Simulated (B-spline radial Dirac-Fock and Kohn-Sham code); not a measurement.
## Sb 4d5/2: cross section and angular parameters

System: the free antimony atom, [Kr] 4d10 5s2 5p3; threshold 39.73 eV (orbital energy of the model). Level of theory: Dirac-Hartree-Slater photoionisation with a Latter tail; cross sections with all multipoles, angular parameters from the dipole term and its interference with E2; a radial B-spline solver.

For linearly polarised light dσ/dΩ = σ/(4π) [1 + β P₂(cos θ) + (δ + γ cos²θ) sin θ cos φ], with θ from the polarisation vector and φ the angle between the beam and the projection of the electron momentum on the plane normal to the polarisation.

```csv
hν (eV),σ (kb),β,γ,δ
55.7,24200,0.212,-0.007,0.003
60,29200,0.347,-0.008,0.002
60.5,29200,0.365,-0.008,0.002
60.8,29200,0.376,-0.008,0.002
63.2,27700,0.464,-0.008,0.001
80,8890,1.103,-0.026,-0.002
150,214,-0.753,0.042,0.044
188,372,-0.208,0.148,0.010
200,410,-0.021,0.141,0.005
202,?,?,?,?
210,434,0.110,0.132,0.002
213,440,0.145,0.129,0.001
313,445,0.788,0.033,-0.006
630,177,1.250,-0.019,0.010
800,110,1.307,0.022,0.018
1040,61.4,1.331,0.103,0.027
1200,43.5,1.329,0.162,0.033
1890,13.2,1.267,0.401,0.055
2010,11.1,1.253,0.439,0.059
2660,4.90,1.178,0.620,0.081
2740,4.48,1.169,0.640,0.084
2984.4,3.45,1.142,0.699,0.092
4000,1.36,1.041,0.903,0.127
6230,0.301,0.875,1.213,0.204
7040,0.195,0.828,1.294,0.231
8047.8,0.120,0.777,1.379,0.264
8380,0.104,0.762,1.404,0.275
8390,0.103,0.761,1.404,0.275
10000,0.0537,0.696,1.509,0.327
13300,0.0180,0.593,1.660,0.425
```

Q: Give the values at 202 eV.

A: σ = 415 kb, β = 0.007, γ = 0.139, δ = 0.004.

Values without a named source are computed, but for edge energies of neutral atoms, which are taken from tables.
